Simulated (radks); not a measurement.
Problem. These are the eigenvalues of the occupied orbitals of an atom or ion with whole-number occupations (eV). Method: Dirac Kohn-Sham, PBE, spin-unpolarised, spherical densities, finite nucleus; Fermi nuclear charge, rms radius of each element as measured or else 0.836 A^(1/3) + 0.57 fm; computed with a radial shooting solver on a logarithmic mesh with Libxc functionals.

1s1/2: -44104.44
2s1/2: -7752.618
2p1/2: -7376.795
2p3/2: -6856.016
3s1/2: -2232.348
3p1/2: -2072.800
3p3/2: -1966.633
3d3/2: -1691.525
3d5/2: -1668.329
4s1/2: -934.8786
4p1/2: -871.0482
4p3/2: -841.6310
4d3/2: -735.8230
4d5/2: -729.7107

Which element is it, and in what charge state? The configuration may be excited. Open shells, if any, are shared by 2j + 1.

Solution. Z = 60, neodymium, charge +24: Nd24+ in [Ar] 3d10 4s2 4p5 4d1. The list shows which subshells hold electrons but not how many an open one holds; the 1s level, -1620.8 hartree, gives Z - s = 56.9 by -(Z - s)^2/2, which with screening and relativity narrows Z to a few neighbours, and the depths of the outer levels then fix element, charge and occupations together.
